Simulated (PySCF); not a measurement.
Calculated NMR data

Fast rotation and ring inversion assumed for equivalent nuclei, no solvent model, non-relativistic Hamiltonian, single conformer. Structure optimised with GFN2-xTB; shielding tensors at PBE0/pcSseg-1 (GIAO); PySCF 2.14.0 with density-fitted response routines.

Shifts are taken against calculated references (same method and geometry level): 1H, 13C vs TMS. Splittings of carbon signals by F and P are missing where no couplings were computed. Where no couplings were computed, multiplicities follow the n + 1 count of equivalent neighbours, and m marks all less simple cases (inequivalent or close neighbours, rings, F or P nearby). Shifts are as computed. Against solution values, carbons near 30 ppm lie about +3 ppm off and those near 130 ppm about +5 ppm. Of 1309 compounds with measured shifts, 239 miss one by over three times the rms of a fit or turn the order of signals round; such compounds aren't used in these exercises.

**1.** SMILES CC(=C)/C(C)=C\O[SiH3], C$_{6}$H$_{12}$OSi. 1H NMR (600 MHz, computed): δ 6.30 (s, 1H), 5.08 (br s, 1H), 4.99 (s, 3H), 4.88 (br s, 1H), 2.38 (s, 3H), 1.73 (s, 3H). 13C{1H} NMR (computed): δ 150.6, 144.3, 123.1, 115.9, 28.2, 20.1.

**2.** `CC/C(=C/[SiH2]CF)OC`, C$_{6}$H$_{13}$FOSi. 1H NMR (600 MHz, computed): δ 4.94 (m, 2H), 4.56 (m, 1H), 4.45 (m, 2H), 3.85 (s, 3H), 2.25 (q, 2H), 1.23 (t, 3H). 13C{1H} NMR (computed): δ 180.7 (C), 90.6 (CH), 78.9 (CH2), 54.9 (CH3), 26.2 (CH2), 12.5 (CH3).
